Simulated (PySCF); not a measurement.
SiF2Cl, SMILES F[Si](F)Cl, multiplicity 2. Coordinates come from a PBE-D3(BJ)/def2-SVP optimisation.

Computed equilibrium geometry at PBE-D3(BJ)/def2-SVP (PySCF confirms it by a frequency run) as a Z-matrix, and its point group:
point group Cs.
```
Si
F 1 1.6301
F 1 1.6301 2 106.73
Cl 1 2.0715 2 108.85 3 -117.33
```
Charge 0, spin multiplicity 2.
